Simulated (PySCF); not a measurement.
Ge(H)(Me)2(OH) (C2H8GeO), SMILES [GeH]([CH3])([CH3])[OH].

Geometry optimised at PBE0-D3(BJ)/def2-SVP. This is a generated structure with no PubChem entry under its InChIKey; it may be hypothetical. The values are those of a single conformer.

Computed with PBE/def2-TZVP in PySCF.

```
Item                                                                                                           Result
---------------------------------------------------------------------------------------------  ----------------------
total energy                                                                                      -2232.83528 hartree
point group                                                                                                        Cs
highest occupied level                                                                                       -6.38 eV
lowest empty level                                                                                           -0.16 eV
orbital gap                                                                                                   6.22 eV
dipole moment                                                                                                  2.07 D
quadrupole, principal values (traceless, Buckingham form, about the centre of nuclear charge)   -5.73, 0.30, 5.43 D·Å
mean static polarisability                                                                       60.3 bohr³ (8.94 Å³)
polarisability, principal values                                                               55.8, 59.5, 65.6 bohr³
```
